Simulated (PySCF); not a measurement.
C2H10AlNO2Si, singlet, geometry from GFN2-xTB (such geometries of metal compounds can be far from the true shape).

The PySCF input:
```python
from pyscf import gto, scf, mcscf
import numpy

mol = gto.Mole()
mol.atom = '''
    Si    2.506364   -0.640831    0.257895
    N     3.722000    0.290941   -0.535920
    C     0.844915    0.185193   -0.140333
    C    -0.329570   -0.636738    0.386321
    Al   -2.121576    0.195258    0.011303
    O    -3.452432   -0.642435    0.505111
    O    -2.161271    1.654358   -0.753951
    H     2.649386   -0.744558    1.723590
    H     2.615031   -1.980486   -0.326235
    H     4.677940   -0.019034   -0.479488
    H     3.688058    1.295591   -0.473006
    H     0.745132    0.315294   -1.218505
    H     0.805655    1.187890    0.289031
    H    -0.227542   -0.788770    1.463874
    H    -0.307009   -1.640278   -0.045507
    H    -4.232590   -1.102518    0.774763
    H    -2.159115    2.487458   -1.199745
'''
mol.basis = 'sto-3g'
mol.charge = 0
mol.spin = 0
mol.verbose = 4
mol.build()

mf = scf.RHF(mol)
mf.kernel()
mc = mcscf.CASSCF(mf, 5, 6)
mc.fix_spin_(ss=0.0)
mc = mc.state_average_([0.5, 0.5])
mc.kernel()
```

Problem. Estimate the SCF-reference HOMO energy that PySCF with SA2-CASSCF(6,5)/STO-3G returns for this input.

Solution. -7.14 eV

Problem. Estimate the nuclear repulsion energy that SA2-CASSCF(6,5)/STO-3G returns for this input.

Solution. 420.1994 Eh

Problem. Estimate the number of basis functions that SA2-CASSCF(6,5)/STO-3G returns for this input.

Solution. 53

Problem. Predict the SCF-reference dipole moment from SA2-CASSCF(6,5)/STO-3G.

Solution. 1.34 D

Problem. Estimate the SCF-reference Mulliken (on the basis functions themselves) charges in atom order that SA2-CASSCF(6,5)/STO-3G returns for this input.

Solution. Si1 0.88, N2 -0.62, C3 -0.29, C4 -0.33, Al5 1.22, O6 -0.64, O7 -0.64, H8 -0.18, H9 -0.17, H10 0.14, H11 0.14, H12 0.04, H13 0.03, H14 0.01, H15 0.01, H16 0.19, H17 0.19

Problem. Give the total energy of the lowest state at the level SA2-CASSCF(6,5)/STO-3G.

Solution. -1613.461622 Ry
